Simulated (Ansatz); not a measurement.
CH₈AlNSi (`N[SiH2][CH2][AlH2]`). Charge 0, multiplicity 1. All single points use the PBE0-D4/def2-TZVP geometry. It is one conformer, not always the lowest.

```xyz
12

N     0.590    1.355   -1.805
Si   -0.229    0.852   -0.376
C     0.278   -0.867    0.113
Al   -0.318   -1.415    1.884
H     0.534    0.788   -2.636
H     0.605    2.334   -2.044
H    -1.724    0.864   -0.471
H     0.133    1.850    0.671
H    -0.131   -1.564   -0.629
H     1.372   -0.914    0.073
H    -1.712   -2.152    2.073
H     0.601   -1.131    3.148
```

Task: What is the dipole moment at B3LYP/def2-TZVPP? (An estimate is asked.)

Result: Computed: 1.80 D, with components (0.36, -0.09, -1.76) D in this frame, pointing from negative to positive charge.

Task: And with PBE, r2SCAN, ωB97M-V? (Best estimate.)

Result: Computed: PBE 1.88 D, r2SCAN 1.89 D, ωB97M-V 1.82 D.

Task: Give the Mulliken charges with B3LYP, ωB97M-V, PBE in def2-TZVPP. (Best estimate.)

Result: Ansatz gave: 
| atom | B3LYP | ωB97M-V | PBE |
| --- | --- | --- | --- |
| N1 | -0.40 | -0.37 | -0.39 |
| Si2 | 0.38 | 0.32 | 0.27 |
| C3 | -0.38 | -0.50 | -0.33 |
| Al4 | 0.45 | 0.43 | 0.37 |
| H5 | 0.13 | 0.11 | 0.14 |
| H6 | 0.13 | 0.11 | 0.14 |
| H7 | -0.11 | -0.07 | -0.10 |
| H8 | -0.09 | -0.05 | -0.08 |
| H9 | 0.09 | 0.12 | 0.10 |
| H10 | 0.10 | 0.13 | 0.11 |
| H11 | -0.15 | -0.12 | -0.12 |
| H12 | -0.15 | -0.12 | -0.12 |

B3LYP here is the variant with VWN-RPA as its local correlation; programs differ in this.
